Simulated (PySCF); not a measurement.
**As(2+): excitation energy**

As(2+) [Ar] 3d10 4s2 4p1 (2P) → As(2+) [Ar] 3d10 4s1 4p2 (4P), as a difference of total energies. All numbers are calculated (PySCF 2.14, the non-relativistic Hamiltonian (point nucleus), in def2-TZVPPD). Correlated levels: valence and next inner shell: [Ne] frozen. The calculations carry no spin-orbit coupling.

```tsv
method	excitation energy (eV)
UHF	6.007
MP2 (valence and next inner shell)	7.069
SCS-MP2 (valence and next inner shell)	7.361
CCSD (valence and next inner shell)	7.285
CCSD(T) (valence and next inner shell)	7.335
```

Problem. How much does correlation contribute at CCSD(T) (valence and next inner shell)?

Solution. 7.335 − (6.007) = 1.328 eV, measured against UHF.

A first-order spin-orbit estimate (lowest level to lowest level, LS coupling) adds 0.023 eV.
